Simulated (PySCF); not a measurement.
B(H)(NCO)2 (C2HBN2O2), SMILES O=C=NBN=C=O.

Geometry: TPSSh-D3(BJ)/def2-SVP. The structure was generated by enumeration, and PubChem lists no compound with its InChIKey, so it may never have been made. Other conformers were not sampled.

Calculation: PySCF with TPSSh-D3(BJ)/def2-SVP.

Harmonic, unscaled wavenumbers; measured fundamentals usually lie a few per cent lower.

```json
[
 {"mode": "1", "ν (cm⁻¹)": "35", "IR (km/mol)": "0.1", "Raman (Å⁴/amu)": "1.7", "depolarisation": "0.75", "moving atoms (share of kinetic energy)": "O 53 %, N 32 %, B 12 %"},
 {"mode": "2", "ν (cm⁻¹)": "73", "IR (km/mol)": "2.9", "Raman (Å⁴/amu)": "4.7", "depolarisation": "0.75", "moving atoms (share of kinetic energy)": "N 76 %, O 15 %"},
 {"mode": "3", "ν (cm⁻¹)": "90", "IR (km/mol)": "0.4", "Raman (Å⁴/amu)": "0.4", "depolarisation": "0.75", "moving atoms (share of kinetic energy)": "N 52 %, O 27 %, H 17 %"},
 {"mode": "4", "ν (cm⁻¹)": "142", "IR (km/mol)": "0.0", "Raman (Å⁴/amu)": "1.5", "depolarisation": "0.75", "moving atoms (share of kinetic energy)": "N 78 %, O 17 %"},
 {"mode": "5", "ν (cm⁻¹)": "363", "IR (km/mol)": "3.2", "Raman (Å⁴/amu)": "4.6", "depolarisation": "0.33", "moving atoms (share of kinetic energy)": "N 37 %, O 35 %, C 24 %"},
 {"mode": "6", "ν (cm⁻¹)": "573", "IR (km/mol)": "13.3", "Raman (Å⁴/amu)": "2.2", "depolarisation": "0.75", "moving atoms (share of kinetic energy)": "C 74 %, O 17 %, N 8 %"},
 {"mode": "7", "ν (cm⁻¹)": "580", "IR (km/mol)": "39.5", "Raman (Å⁴/amu)": "0.1", "depolarisation": "0.72", "moving atoms (share of kinetic energy)": "C 74 %, O 16 %, N 8 %"},
 {"mode": "8", "ν (cm⁻¹)": "617", "IR (km/mol)": "48.3", "Raman (Å⁴/amu)": "0.0", "depolarisation": "–", "moving atoms (share of kinetic energy)": "C 73 %, O 14 %, N 12 %"},
 {"mode": "9", "ν (cm⁻¹)": "617", "IR (km/mol)": "0.0", "Raman (Å⁴/amu)": "0.6", "depolarisation": "0.75", "moving atoms (share of kinetic energy)": "C 71 %, N 15 %, O 14 %"},
 {"mode": "10", "ν (cm⁻¹)": "854", "IR (km/mol)": "68.2", "Raman (Å⁴/amu)": "19.0", "depolarisation": "0.10", "moving atoms (share of kinetic energy)": "B 58 %, N 17 %, O 15 %"},
 {"mode": "11", "ν (cm⁻¹)": "864", "IR (km/mol)": "48.6", "Raman (Å⁴/amu)": "0.5", "depolarisation": "0.75", "moving atoms (share of kinetic energy)": "H 57 %, B 38 %"},
 {"mode": "12", "ν (cm⁻¹)": "970", "IR (km/mol)": "92.0", "Raman (Å⁴/amu)": "1.6", "depolarisation": "0.75", "moving atoms (share of kinetic energy)": "H 39 %, B 31 %, O 19 %"},
 {"mode": "13", "ν (cm⁻¹)": "1171", "IR (km/mol)": "404.7", "Raman (Å⁴/amu)": "0.1", "depolarisation": "0.75", "moving atoms (share of kinetic energy)": "H 54 %, B 31 %, O 11 %"},
 {"mode": "14", "ν (cm⁻¹)": "1570", "IR (km/mol)": "12.5", "Raman (Å⁴/amu)": "69.2", "depolarisation": "0.27", "moving atoms (share of kinetic energy)": "N 56 %, O 35 %"},
 {"mode": "15", "ν (cm⁻¹)": "1625", "IR (km/mol)": "406.3", "Raman (Å⁴/amu)": "3.4", "depolarisation": "0.75", "moving atoms (share of kinetic energy)": "N 50 %, O 25 %, B 22 %"},
 {"mode": "16", "ν (cm⁻¹)": "2411", "IR (km/mol)": "3328.8", "Raman (Å⁴/amu)": "0.3", "depolarisation": "0.75", "moving atoms (share of kinetic energy)": "C 70 %, N 18 %, O 12 %"},
 {"mode": "17", "ν (cm⁻¹)": "2468", "IR (km/mol)": "143.3", "Raman (Å⁴/amu)": "2.1", "depolarisation": "0.73", "moving atoms (share of kinetic energy)": "C 68 %, N 20 %, O 11 %"},
 {"mode": "18", "ν (cm⁻¹)": "2648", "IR (km/mol)": "134.0", "Raman (Å⁴/amu)": "123.6", "depolarisation": "0.16", "moving atoms (share of kinetic energy)": "H 91 %, B 9 %"}
]
```
